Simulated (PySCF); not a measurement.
## A small calculation by hand: entropy of an ideal gas

CH3Si, SMILES C=[SiH], multiplicity 2.

Geometry: PBE0-D3(BJ)/def2-TZVP. The isomer is the one that the SMILES or the coordinates give; other isomers of the formula were not compared.

PBE0-D3(BJ)/def2-TZVP in PySCF gives the harmonic wavenumbers 407, 506, 744, 825, 973, 1357, 2149, 3144, 3252 cm⁻¹ and the rotational temperatures 7.5572, 0.7485, 0.6811 K. The molar mass is 43.12 g/mol, the symmetry number 1, the spin multiplicity 2.

**Question.** Work out the entropy at 298.15 K and 1 atm in the rigid-rotor, harmonic-oscillator model.

**Answer.** 
Translation (Sackur–Tetrode at 1 atm): S = R[1.5 ln M + 2.5 ln T − 1.16487] = 155.7 J/(mol K).
Rotation: q = (√π/σ) T^1.5/√(θA θB θC) = 4650, S = R[ln q + 3/2] = 82.7 J/(mol K).
Vibration: with u = 1.4388 ν/T, each mode gives R[u/(e^u − 1) − ln(1 − e^−u)]:
```csv
ν (cm⁻¹),modes,u,S (J/(mol K))
407,1,1.96,3.92
506,1,2.44,2.69
744,1,3.59,1.08
825,1,3.98,0.79
973,1,4.70,0.44
1357,1,6.55,0.09
```
The stiffer modes add less than 0.005 each. Sum 9.0 J/(mol K).
Spin: R ln 2 = 5.8 J/(mol K).
Total 253.1 J/(mol K); the program's own thermochemistry gives 253.1. Translation makes up 62 % and vibration 4 %. Anharmonicity, hindered rotation and orbital degeneracy are left out.
